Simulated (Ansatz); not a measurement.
Mulliken charges of `F[CH2][GaH][I]` from ωB97M-V/def2-TZVPP in Ansatz (PBE0-D4/def2-TZVP geometry).

```csv
atom,x (Å),y (Å),z (Å),charge (e)
F1,1.201,1.197,1.124,-0.233
C2,0.042,0.498,0.817,-0.107
Ga3,0.195,-0.452,-0.917,0.331
I4,-1.871,-1.722,-1.518,-0.239
H5,-0.795,1.204,0.787,0.120
H6,-0.160,-0.217,1.621,0.120
H7,1.389,-0.508,-1.914,0.009
```

Task: By hand: the dipole of these point charges (1 e Å = 4.8032 D).

Result: Σ q r = (0.125, 0.044, -0.018) e Å, of length 0.134 e Å = 0.64 D.

Task: How does the dipole of the full density compare? (An estimate is asked.)

Result: The calculation gave: (0.020, 0.044, 0.060) e Å, 0.37 D; the point charges give 1.73 times that, at 71° from its direction.

Point charges leave out the atoms' own dipoles, such as those of lone pairs, and Mulliken's split depends on the basis, so the two needn't agree.
